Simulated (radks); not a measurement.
Problem. Radial electron density D(r) = 4 pi r^2 rho(r) of an atom or ion with 49 electrons. Method: scalar-relativistic Kohn-Sham, r2SCAN, spin-polarised, spherical densities, finite nucleus; meta-GGA in the generalised Kohn-Sham scheme; Fermi nuclear charge, rms radius of each element as measured or else 0.836 A^(1/3) + 0.57 fm; computed with a radial shooting solver on a logarithmic mesh with Libxc functionals.

| r (bohr) | D(r) (e/bohr) | spin D(r) |
|---|---|---|
| 0.001118 | 2.206 | -0.0000211 |
| 0.001479 | 3.567 | -0.0000338 |
| 0.001957 | 5.697 | -0.0000531 |
| 0.002611 | 9.068 | -0.0000818 |
| 0.003454 | 13.94 | -0.000119 |
| 0.00457 | 20.83 | -0.000159 |
| 0.006047 | 29.99 | -0.000179 |
| 0.008066 | 41.45 | -0.000110 |
| 0.01067 | 53.20 | 0.000204 |
| 0.01412 | 62.91 | 0.00110 |
| 0.01883 | 67.42 | 0.00326 |
| 0.02492 | 65.03 | 0.00744 |
| 0.03297 | 59.64 | 0.0143 |
| 0.04397 | 60.04 | 0.0229 |
| 0.05818 | 71.71 | 0.0276 |
| 0.07698 | 85.34 | 0.0207 |
| 0.1019 | 83.10 | 0.00276 |
| 0.1359 | 66.14 | -0.00242 |
| 0.1798 | 62.20 | 0.0291 |
| 0.2378 | 72.20 | 0.0547 |
| 0.3172 | 60.60 | 0.0160 |
| 0.4197 | 31.74 | 0.0112 |
| 0.5554 | 22.99 | 0.110 |
| 0.7407 | 26.74 | 0.0892 |
| 0.9801 | 19.10 | -0.0251 |
| 1.297 | 8.626 | 0.167 |
| 1.716 | 3.762 | 0.550 |
| 2.288 | 1.718 | 0.568 |
| 3.028 | 0.5127 | 0.248 |
| 4.006 | 0.06808 | 0.0427 |
| 5.343 | 0.002914 | 0.00226 |

What is the nuclear charge?

Solution. Z = 52. The innermost maximum, from 1s, lies near gamma/Z bohr with gamma = sqrt(1 - (Z/c)^2) = 0.925, here 0.0178 bohr (found: 0.0194), and its height grows with Z. The density is that of the tellurium ion Te3+ in [Kr] 4d10 5s2 5p1; the configuration itself is not fixed sharply by these data, and Z only to a few units. D(r) has 4 maxima, at r = 0.0194, 0.0861, 0.250, 0.723 bohr, and minima at 0.0381, 0.163, 0.529 bohr, inside which lie 1.99, 11.15, 28.97 electrons.
